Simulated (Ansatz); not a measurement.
Ansatz (a program for electronic structure) input file for Si(F)(NHSiH3)2(Cl) (ClFH8N2Si3), SMILES [SiH3]N[Si](F)(N[SiH3])Cl, PBE0-D3(BJ)/def2-SVP. 

Ansatz 0.2 input:
```yaml
crystal:
  periodic: [false, false, false]
  atoms:
    - {symbol: F, position_ang: [0.10078822, -0.48105062, -1.64167726]}
    - {symbol: Si, position_ang: [0.02068930, -0.03973482, -0.09351527]}
    - {symbol: Cl, position_ang: [-0.39895610, 1.90837591, -0.14068046]}
    - {symbol: N, position_ang: [-1.21545824, -0.89798404, 0.72565978]}
    - {symbol: Si, position_ang: [-2.93857216, -0.70483399, 0.56687318]}
    - {symbol: N, position_ang: [1.53942713, -0.43891174, 0.59125999]}
    - {symbol: Si, position_ang: [3.10326452, -0.24342690, -0.15060292]}
    - {symbol: H, position_ang: [-0.91455396, -1.75981589, 1.14812766]}
    - {symbol: H, position_ang: [-3.48060704, -1.65806713, 1.53480291]}
    - {symbol: H, position_ang: [-3.37796159, -1.01378319, -0.79549806]}
    - {symbol: H, position_ang: [-3.25153859, 0.68026270, 0.90757870]}
    - {symbol: H, position_ang: [1.54252878, -0.54054903, 1.59164913]}
    - {symbol: H, position_ang: [4.01624346, -0.85436099, 0.81621189]}
    - {symbol: H, position_ang: [3.06759296, -0.95247725, -1.42437180]}
    - {symbol: H, position_ang: [3.41033048, 1.17606647, -0.34884530]}
basis:
  gaussian:
    orbitals: def2-SVP
hamiltonian:
  xc: pbe0
  dispersion: d3bj
relax: {f_tol: 0.002, max_steps: 200}
```

Program output:

```
WARN ansatz: RAYON_NUM_THREADS=2 ignored (pool sized by the plan → 2); use --threads N
Functional definition: PBE0
integrals: 0.15 GiB planned
1579 factors; integrals over basis functions are off by at most 6.2e-4 eV
mean field: 1.18 GiB planned
mean field evaluation 1: about -41942.7421 eV, gradient 7.1e1 eV
mean field evaluation 2: about -41932.4459 eV, gradient 9.6e1 eV
mean field evaluation 4: about -41952.3170 eV, gradient 4.1e0 eV
mean field evaluation 8: about -41952.3608 eV, gradient 3.9e-2 eV
mean field evaluation 16: about -41952.3608 eV, gradient 4.0e-5 eV
mean field -41952.36076705 eV, -1541.7208218577 hartree, gradient 4.0e-5 eV, S^2 0.000000; 0 other end points of the search recorded, 0 dependent functions left out
the calculation of the forces begins
reference -41952.36080186 eV, -1541.7208231369 hartree; 45, 45 occupied and 109, 109 virtual orbitals, 1579 factors
relax step   1: F+E_penalty+E_count = -41952.77421563 eV  Δ(F+E_penalty+E_count) = +0.000e0 eV  max|allowed force component| = 1.740e0 eV/Å  Δτ_max = 0.0000 Å  (26 SCF iters, accepted)
these checks for a lower state are left out or cut short: starts, cluster_reference, orbital_swaps, neighbouring_geometries, increment
integrals: 0.15 GiB planned
1579 factors; integrals over basis functions are off by at most 6.5e-4 eV
mean field: 1.18 GiB planned
mean field -41952.53984798 eV, -1541.7274029604 hartree, gradient 8.5e-5 eV, S^2 0.000000; 0 other end points of the search recorded, 0 dependent functions left out
the calculation of the forces begins
reference -41952.53988324 eV, -1541.7274042563 hartree; 45, 45 occupied and 109, 109 virtual orbitals, 1579 factors
relax step   2: F+E_penalty+E_count = -41952.94693715 eV  Δ(F+E_penalty+E_count) = -1.727e-1 eV  max|allowed force component| = 2.817e-1 eV/Å  Δτ_max = 0.1024 Å  (26 SCF iters, accepted)
these checks for a lower state are left out or cut short: starts, cluster_reference, orbital_swaps, neighbouring_geometries, increment
integrals: 0.15 GiB planned
1579 factors; integrals over basis functions are off by at most 6.7e-4 eV
mean field: 1.18 GiB planned
mean field -41952.55590479 eV, -1541.7279930374 hartree, gradient 7.8e-5 eV, S^2 0.000000; 0 other end points of the search recorded, 0 dependent functions left out
the calculation of the forces begins
reference -41952.55594012 eV, -1541.7279943356 hartree; 45, 45 occupied and 109, 109 virtual orbitals, 1579 factors
relax step   3: F+E_penalty+E_count = -41952.96288013 eV  Δ(F+E_penalty+E_count) = -1.594e-2 eV  max|allowed force component| = 1.145e-1 eV/Å  Δτ_max = 0.0546 Å  (25 SCF iters, accepted)
these checks for a lower state are left out or cut short: starts, cluster_reference, orbital_swaps, neighbouring_geometries, increment
integrals: 0.15 GiB planned
1579 factors; integrals over basis functions are off by at most 6.9e-4 eV
mean field: 1.18 GiB planned
mean field -41952.56828628 eV, -1541.7284480485 hartree, gradient 7.5e-5 eV, S^2 0.000000; 0 other end points of the search recorded, 0 dependent functions left out
the calculation of the forces begins
reference -41952.56832161 eV, -1541.7284493470 hartree; 45, 45 occupied and 109, 109 virtual orbitals, 1579 factors
relax step   4: F+E_penalty+E_count = -41952.97514619 eV  Δ(F+E_penalty+E_count) = -1.227e-2 eV  max|allowed force component| = 1.668e-1 eV/Å  Δτ_max = 0.0968 Å  (26 SCF iters, accepted)
these checks for a lower state are left out or cut short: starts, cluster_reference, orbital_swaps, neighbouring_geometries, increment
integrals: 0.15 GiB planned
1579 factors; integrals over basis functions are off by at most 7.1e-4 eV
mean field: 1.18 GiB planned
mean field evaluation 32: about -41952.4703 eV, gradient 4.9e0 eV
mean field -41952.57908232 eV, -1541.7288447960 hartree, gradient 9.0e-6 eV, S^2 0.000000; 0 other end points of the search recorded, 0 dependent functions left out
the calculation of the forces begins
reference -41952.57911780 eV, -1541.7288460997 hartree; 45, 45 occupied and 109, 109 virtual orbitals, 1579 factors
relax step   5: F+E_penalty+E_count = -41952.98554431 eV  Δ(F+E_penalty+E_count) = -1.040e-2 eV  max|allowed force component| = 2.248e-1 eV/Å  Δτ_max = 0.1125 Å  (28 SCF iters, accepted)
these checks for a lower state are left out or cut short: starts, cluster_reference, orbital_swaps, neighbouring_geometries, increment
integrals: 0.15 GiB planned
1579 factors; integrals over basis functions are off by at most 7.1e-4 eV
mean field: 1.18 GiB planned
[...]
the calculation of the forces begins
reference -41952.62028913 eV, -1541.7303591182 hartree; 45, 45 occupied and 109, 109 virtual orbitals, 1579 factors
relax step  25: F+E_penalty+E_count = -41953.02926146 eV  Δ(F+E_penalty+E_count) = -7.437e-5 eV  max|allowed force component| = 1.687e-2 eV/Å  Δτ_max = 0.0189 Å  (23 SCF iters, accepted)
these checks for a lower state are left out or cut short: starts, cluster_reference, orbital_swaps, neighbouring_geometries, increment
integrals: 0.15 GiB planned
1579 factors; integrals over basis functions are off by at most 6.7e-4 eV
mean field: 1.18 GiB planned
mean field -41952.62025770 eV, -1541.7303579630 hartree, gradient 7.8e-6 eV, S^2 0.000000; 0 other end points of the search recorded, 0 dependent functions left out
the calculation of the forces begins
reference -41952.62029292 eV, -1541.7303592576 hartree; 45, 45 occupied and 109, 109 virtual orbitals, 1579 factors
relax step  26: F+E_penalty+E_count = -41953.02931681 eV  Δ(F+E_penalty+E_count) = -5.535e-5 eV  max|allowed force component| = 5.800e-3 eV/Å  Δτ_max = 0.0184 Å  (24 SCF iters, accepted)
these checks for a lower state are left out or cut short: starts, cluster_reference, orbital_swaps, neighbouring_geometries, increment
integrals: 0.15 GiB planned
1579 factors; integrals over basis functions are off by at most 6.7e-4 eV
mean field: 1.18 GiB planned
mean field evaluation 160: about -41952.6202 eV, gradient 5.8e-4 eV
mean field -41952.62024481 eV, -1541.7303574895 hartree, gradient 1.6e-5 eV, S^2 0.000000; 0 other end points of the search recorded, 0 dependent functions left out
the calculation of the forces begins
reference -41952.62028001 eV, -1541.7303587829 hartree; 45, 45 occupied and 109, 109 virtual orbitals, 1579 factors
relax step  27: F+E_penalty+E_count = -41953.02933584 eV  Δ(F+E_penalty+E_count) = -1.903e-5 eV  max|allowed force component| = 9.083e-3 eV/Å  Δτ_max = 0.0116 Å  (23 SCF iters, accepted)
these checks for a lower state are left out or cut short: starts, cluster_reference, orbital_swaps, neighbouring_geometries, increment
integrals: 0.15 GiB planned
1579 factors; integrals over basis functions are off by at most 6.7e-4 eV
mean field: 1.18 GiB planned
mean field -41952.62028350 eV, -1541.7303589114 hartree, gradient 7.0e-5 eV, S^2 0.000000; 0 other end points of the search recorded, 0 dependent functions left out
the calculation of the forces begins
reference -41952.62031870 eV, -1541.7303602047 hartree; 45, 45 occupied and 109, 109 virtual orbitals, 1579 factors
relax step  28: F+E_penalty+E_count = -41953.02935093 eV  Δ(F+E_penalty+E_count) = -1.509e-5 eV  max|allowed force component| = 5.328e-3 eV/Å  Δτ_max = 0.0036 Å  (20 SCF iters, accepted)
these checks for a lower state are left out or cut short: starts, cluster_reference, orbital_swaps, neighbouring_geometries, increment
integrals: 0.15 GiB planned
1579 factors; integrals over basis functions are off by at most 6.7e-4 eV
mean field: 1.18 GiB planned
mean field -41952.62032189 eV, -1541.7303603219 hartree, gradient 5.4e-5 eV, S^2 0.000000; 0 other end points of the search recorded, 0 dependent functions left out
the calculation of the forces begins
reference -41952.62035708 eV, -1541.7303616154 hartree; 45, 45 occupied and 109, 109 virtual orbitals, 1579 factors
relax step  29: F+E_penalty+E_count = -41953.02935808 eV  Δ(F+E_penalty+E_count) = -7.154e-6 eV  max|allowed force component| = 2.505e-3 eV/Å  Δτ_max = 0.0034 Å  (20 SCF iters, accepted)
these checks for a lower state are left out or cut short: starts, cluster_reference, orbital_swaps, neighbouring_geometries, increment
integrals: 0.15 GiB planned
1579 factors; integrals over basis functions are off by at most 6.7e-4 eV
mean field: 1.18 GiB planned
mean field -41952.62029797 eV, -1541.7303594431 hartree, gradient 4.9e-5 eV, S^2 0.000000; 0 other end points of the search recorded, 0 dependent functions left out
the calculation of the forces begins
reference -41952.62033316 eV, -1541.7303607363 hartree; 45, 45 occupied and 109, 109 virtual orbitals, 1579 factors
relax step  30: F+E_penalty+E_count = -41953.02936037 eV  Δ(F+E_penalty+E_count) = -2.282e-6 eV  max|allowed force component| = 2.875e-3 eV/Å  Δτ_max = 0.0027 Å  (20 SCF iters, accepted)
these checks for a lower state are left out or cut short: starts, cluster_reference, orbital_swaps, neighbouring_geometries, increment
integrals: 0.15 GiB planned
1579 factors; integrals over basis functions are off by at most 6.7e-4 eV
mean field: 1.18 GiB planned
mean field -41952.62031366 eV, -1541.7303600196 hartree, gradient 4.2e-5 eV, S^2 0.000000; 0 other end points of the search recorded, 0 dependent functions left out
the calculation of the forces begins
reference -41952.62034885 eV, -1541.7303613128 hartree; 45, 45 occupied and 109, 109 virtual orbitals, 1579 factors
relax step  31: F+E_penalty+E_count = -41953.02936352 eV  Δ(F+E_penalty+E_count) = -3.150e-6 eV  max|allowed force component| = 1.451e-3 eV/Å  Δτ_max = 0.0024 Å  (20 SCF iters, accepted)
these checks for a lower state are left out or cut short: starts, cluster_reference, orbital_swaps, neighbouring_geometries, increment
integrals: 0.15 GiB planned
1579 factors; integrals over basis functions are off by at most 6.7e-4 eV
mean field: 1.18 GiB planned
mean field -41952.62031763 eV, -1541.7303601653 hartree, gradient 4.0e-5 eV, S^2 0.000000; 0 other end points of the search recorded, 0 dependent functions left out
the calculation of the forces begins
reference -41952.62035281 eV, -1541.7303614584 hartree; 45, 45 occupied and 109, 109 virtual orbitals, 1579 factors
relax step  32: F+E_penalty+E_count = -41953.02936543 eV  Δ(F+E_penalty+E_count) = -1.919e-6 eV  max|allowed force component| = 1.983e-3 eV/Å  Δτ_max = 0.0024 Å  (20 SCF iters, accepted)
integrals: 0.15 GiB planned
1579 factors; integrals over basis functions are off by at most 6.7e-4 eV
mean field: 1.18 GiB planned
mean field evaluation 192: about -41952.6202 eV, gradient 2.2e-1 eV
mean field -41952.62031763 eV, -1541.7303601653 hartree, gradient 4.0e-5 eV, S^2 0.000000; 1 other end points of the search recorded, 0 dependent functions left out
the calculation of the forces begins
reference -41952.62035281 eV, -1541.7303614584 hartree; 45, 45 occupied and 109, 109 virtual orbitals, 1579 factors
Total energy: -41953.02940062 eV, -1541.7453936881 hartree
Atom 0 at     0.413800    -0.411201    -1.717697 Å, force    -0.000171    -0.000962    -0.000164 eV/Å
Atom 1 at     0.028336    -0.077505    -0.178607 Å, force     0.000843     0.001167     0.000375 eV/Å
Atom 2 at    -0.736205     1.836192    -0.206474 Å, force    -0.000155     0.000178     0.000389 eV/Å
Atom 3 at    -1.218690    -1.048412     0.454522 Å, force    -0.001983    -0.000720    -0.000001 eV/Å
Atom 4 at    -2.919552    -0.659841     0.665180 Å, force     0.000413     0.000748     0.000325 eV/Å
Atom 5 at     1.513527    -0.249683     0.639270 Å, force     0.000419    -0.000481     0.000185 eV/Å
Atom 6 at     3.110698    -0.303495    -0.089439 Å, force     0.000101     0.000035    -0.000725 eV/Å
Atom 7 at    -0.954688    -2.002829     0.685271 Å, force     0.000911     0.000051    -0.000529 eV/Å
Atom 8 at    -3.583036    -1.938698     1.057177 Å, force     0.000060     0.000242    -0.000107 eV/Å
Atom 9 at    -3.530484    -0.147085    -0.594362 Å, force     0.000034    -0.000414    -0.000297 eV/Å
Atom 10 at    -3.130997     0.347781     1.745243 Å, force     0.000086    -0.000178    -0.000068 eV/Å
Atom 11 at     1.484549    -0.213253     1.653620 Å, force    -0.000153     0.000027     0.000377 eV/Å
Atom 12 at     4.088886    -0.175609     1.030717 Å, force    -0.000181     0.000252     0.000155 eV/Å
Atom 13 at     3.352795    -1.592486    -0.801697 Å, force    -0.000248     0.000357     0.000059 eV/Å
Atom 14 at     3.304277     0.815833    -1.055753 Å, force     0.000026    -0.000301     0.000026 eV/Å
Dipole moment:     0.083499    -0.344472     0.494640 e Å
```

The calculation finished and met its thresholds.

Cost: about 4 core-minutes (a rough figure).
